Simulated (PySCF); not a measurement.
SMILES [OH2+]c1ccccc1 (C6H7O (cation, charge +1)) at its CAM-B3LYP/def2-SVP optimised geometry (Å):

```
14

O      1.3776    -1.9065     0.0290
C      0.6478    -0.6265    -0.0044
C     -0.7287    -0.6897     0.0021
C     -1.4048     0.5300     0.0018
C     -0.6950     1.7290     0.0000
C      0.6984     1.7290     0.0000
C      1.4034     0.5258     0.0003
H      0.8853    -2.6769    -0.3225
H      2.2908    -1.8755    -0.3238
H     -1.2744    -1.6363     0.0137
H     -2.4959     0.5341     0.0047
H     -1.2353     2.6769     0.0000
H      1.2507     2.6700     0.0016
H      2.4959     0.5131     0.0105
```

Computed with CAM-B3LYP/def2-TZVP (PySCF).

Map of the electron localisation function on the plane z = 1.2 Å:

```
|                               |
|                               |
|                               |
|                               |
|           .       .           |
|         .-=:     :=-.         |
|         :+*=.   .=*+:         |
|         .=+=:...:=+=.         |
|          :=========:          |
|          .-++*#*+=-.          |
|          :=**##***=:          |
|        ..-*#*+==*#*=..        |
|     .----+##=:..=##+-:::.     |
|     :++==+*+:   :*#*==++:     |
|     :++==+*+:   :+*+=+*+:     |
|     .:::-=*#=:.:+##+--=-.     |
|         .-*#*++*##*-....      |
|          :+***###+:.          |
|          :=++*#*-.            |
|          :===--.  ...         |
|         .=+=-.   -*#+.        |
|         :+*=:   .*@@#-        |
|         .-=-.   :#@@#-        |
|           .     .=##+:        |
|                  .--:         |
|                               |
|                               |
|                               |
|                               |
|                               |
|                               |
```
Scale: ten equal steps from 0.000 (start of ' ') to 0.737 (end of '@'), in the order ' .:-=+*#%@'; x runs from -5.00 to 5.00, y from -5.00 (bottom) to 5.00 (top).
